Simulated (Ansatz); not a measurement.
A nudged elastic band was laid between two geometries of H$_{3}$OSb (5 atoms, charge 0, multiplicity 1).

The calculation used RKS PBE/def2-TZVP (Ansatz 0.2.0).

* movable images: 7
* climbing image: yes
* spring: 5.0 eV/Å²
* optimiser: quadratic models (default)
* start path: IDPP
* force threshold: 0.05 eV/Å
* iteration limit: 60
* end points: relaxed

Image 0:

```xyz
5
Properties=species:S:1:pos:R:3
O 0.378 -0.796 0.872
Sb 0.023 0.159 -0.858
H 0.893 -1.594 0.666
H -1.651 0.437 -0.506
H 0.407 1.721 -0.215
```

Image 8:

```xyz
5
Properties=species:S:1:pos:R:3
O 0.718 -1.194 0.210
Sb -0.347 0.360 0.883
H 0.816 -1.146 -0.757
H -1.594 0.311 -0.331
H 0.457 1.595 -0.046
```

Task: Which bonds break or form, and what moves?

Result: No bond is made or broken. The height of Sb2 over the plane of its neighbours goes from 1.00 to -0.97 Å.

Task: What energy profile does the band end with?

Result: The run converged. The highest image is number 4 of 0 to 8, 2.59 eV above the first end and 2.61 eV above the last; the last end lies 0.03 eV below the first. A vibrational analysis at the climbing image gives one clearly imaginary mode, 1277i cm⁻¹: a first-order saddle point.

| image | path coordinate (Å) | energy (eV) | height of Sb2 over the plane of its neighbours (Å) |
| --- | --- | --- | --- |
| 0 | 0.00 | 0.00 | 1.00 |
| 1 | 0.28 | 0.16 | 0.85 |
| 2 | 0.55 | 0.68 | 0.62 |
| 3 | 0.83 | 1.75 | 0.33 |
| 4 | 1.11 | 2.59 | 0.01 |
| 5 | 1.40 | 1.63 | -0.33 |
| 6 | 1.70 | 0.52 | -0.64 |
| 7 | 1.99 | 0.08 | -0.85 |
| 8 | 2.28 | -0.03 | -0.97 |

Task: What is the geometry of the highest image?

Result: 
```xyz
5
Properties=species:S:1:pos:R:3
O 0.646 -1.161 0.560
Sb -0.307 0.489 0.007
H 0.999 -1.543 -0.263
H -1.913 0.279 -0.349
H 0.625 1.862 0.003
```

Task: What are the harmonic wavenumbers there?

Result: 1277i, 429, 465, 595, 651, 979, 2064, 2130, 3698 cm⁻¹.

Run time: 38 s on 2 threads of Arm Neoverse V2, with other jobs on the host, peak memory 0.14 GiB.
